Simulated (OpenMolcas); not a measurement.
Cu2+ (d9) on a cation site of an ionic host was computed by SS-CASPT2, IPEA 0.25 Eh, imaginary shift 0.1 Eh with the d shell active (OpenMolcas, ANO-RCC-VDZP on the metal). Its lowest spin-free states, and all those of the highest spin:

```json
{"2S+1": "2", "Degeneracy": "2", "E (cm-1)": "0"}
{"2S+1": "2", "Degeneracy": "3", "E (cm-1)": "7620"}
```

Question: Is the site octahedral, tetrahedral or cube-like, axial, or of lower symmetry?

Answer: The states with 2S+1 = 2 have orbital degeneracies 2, 3. Threefold states need a cubic site. For d9 at this spin an octahedron puts the twofold E below the threefold T2 and a tetrahedron or cube puts the threefold T2 below the twofold E, so the site is octahedral. The first gap at this spin, 7620 cm-1, is |10Dq| in ligand-field theory. The run had Cu2+ with its 6 nearest oxide ions at 2.213 Å, on the Ca site of CaO (a = 4.8105 Å, distance in the model lattice 2.405 Å). The rest of the host is ab initio model potentials to 7.6 Å, with orthogonalisation functions on the cations behind the ligands, and point charges beyond; the distance is set by hand and nothing relaxes. Ligand basis ANO-RCC-VDZP.

Over all roots computed the reference weight is 0.71; a low but even weight reflects the number of correlated electrons. An orbital doublet at a regular site is open to a Jahn-Teller distortion, which this geometry leaves out. A single d shell leaves out the double-shell effect, which counts most for late 3d ions, where the CASPT2 field can be off either way by tens of per cent. Ligand-to-metal charge-transfer states are missing. With one d shell and no ligand orbital active, 10Dq can be off by tens of per cent for divalent 3d ions, low with halides held by bare charges and at times high in hosts, and the orbital part of g and χT goes as 1/10Dq. Free-ion shares, where given, are those of the reference states; single-state CASPT2 does not remix them. No measured value stands beside these numbers; the geometry was set by hand and not optimised.
